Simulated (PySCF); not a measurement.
H2O, SMILES O. Geometry: PBE0-D3(BJ)/def2-TZVPD.

PySCF 2.14.0 with TDA-B3LYP/def2-TZVPD puts the lowest singlet excitations at 7.19, 8.79, 9.32, 9.79, 10.13, 10.95 eV.

Q: What are the lowest excitation roots from ADC(3)/aug-cc-pVDZ run with PySCF 2.14.0? (An estimate is asked for; the answer gives what the named calculation found.)

A: 7.84, 9.63, 10.24, 11.47, 12.15, 12.34 eV. S1 differs by 0.65 eV (second minus first; roots are paired by order, and the bases may differ).
